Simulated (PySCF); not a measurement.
Orbital picture of KF

PBE0 at R = 2.194 Å; PySCF, spin-free X2C with a Gaussian nucleus, basis sets K x2c-TZVPall, F x2c-TZVPall. State: ¹Σ⁺ (singlet), closed shell. Only the outer orbitals are listed, counted within each symmetry.

```tsv
orbital	occ.	ε (eV)	on K (%)	main shells (%)
5σ	2	-38.03	100	100 K s
6σ	2	-26.35	3	96 F s
2π	2	-20.23	100	100 K p
2π	2	-20.23	100	100 K p
7σ	2	-19.84	97	96 K p
8σ	2	-6.30	5	95 F p
3π	2	-6.27	4	96 F p
3π	2	-6.27	4	96 F p
9σ	0	-1.07	100	84 K s, 15 K p
4π	0	0.73	100	88 K p, 12 K d
4π	0	0.73	100	88 K p, 12 K d
```

**Question.** Which are the highest filled and the lowest empty level, where do they sit, and how wide is the gap?

**Answer.** Highest filled 3π at -6.27 eV (in %: 96 F p); lowest empty 9σ at -1.07 eV (in %: 84 K s, 15 K p); the gap at PBE0 is 5.20 eV.

The bond order (Mayer) is 0.46, the ⟨S²⟩ is 0.000 and the charge on K (Mulliken, basis-dependent) is 0.75. The charge on K (Löwdin, basis-dependent) is 0.62 and the dipole moment (positive dipole means K(−)F(+)) is -8.56 D. The polarisability along the bond is 19.0 bohr³ and the polarisability across the bond is 13.1 bohr³.
